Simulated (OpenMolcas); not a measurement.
A run on Cr2+ among 5 point charges of -1 e arranged as a square pyramid (C4v), 1.8 Å from the ion, with the axial distance 1.602 Å.

```
Program             : OpenMolcas 26.06
Method              : SS-CASPT2, IPEA 0.25 Eh, imaginary shift 0.1 Eh (closed shells correlated: 3s 3p)
Basis               : ANO-RCC-VTZP [6s5p3d2f1g]
Scalar Hamiltonian  : DKH2, point nucleus
Active space        : 4 electrons in 5 orbitals (3d)
State averaging     : 2S+1 = 5 even, 5 roots; 2S+1 = 3 even, 45 roots; 2S+1 = 1 even, 50 roots
Spin-orbit coupling : RASSI with atomic mean-field integrals over the reference wave functions
```

First CASPT2 step and the start of its output:

```
&CASPT2
Multistate=5 1 2 3 4 5
NoMult
Frozen=5
IPEA=0.25
Imaginary=0.1
MaxIter=60
WThr=0.0 0.3 0.05
PrWF=0.5
NoMix
```

```
--- CASPT2 ---
Orbital specifications:
      -----------------------

      Symmetry species                           1
                                                 a
      Frozen orbitals                            5
      Inactive orbitals                          4
      Active orbitals                            5
      Secondary orbitals                        45
      Deleted orbitals                           0
      Number of basis functions                 59
Type of calculation                        SS-CASPT2
      Fock operator                              state-specific
      IPEA shift                                 0.25
      Real shift                                 0.00
      Imaginary shift                            0.10
      The input orbitals will be transformed to quasi-canonical
Reference energy:       -1051.9734500425
      E2 (Non-variational):      -0.3771286120
      Shift correction:          -0.0002141483
      E2 (Variational):          -0.3773427603
      Total energy:           -1052.3507928028
      Residual norm:              0.0000009614
      Reference weight:           0.94023
      Contributions to the CASPT2 correlation energy
      Active & Virtual Only:         -0.0458930362
      One Inactive Excited:          -0.1733374070
      Two Inactive Excited:          -0.1578981687
Reference energy:       -1051.9569221576
      E2 (Non-variational):      -0.3741238508
      Shift correction:          -0.0001811340
      E2 (Variational):          -0.3743049849
      Total energy:           -1052.3312271424
      Residual norm:              0.0000001750
      Reference weight:           0.94285
      Contributions to the CASPT2 correlation energy
      Active & Virtual Only:         -0.0434127511
...
```

Over all roots the printed reference weights run from 0.00 to 0.94, and roots that are degenerate in the reference spread by up to 2.2 cm-1.

Task: Did the run give usable levels, and if not, why?

Result: No. The equations converged, but the reference weight falls to 0.00 for at least one root against 0.94 for the best. A drop of that size marks an intruder state, so the energies of such roots and the levels built on them can't be trusted.
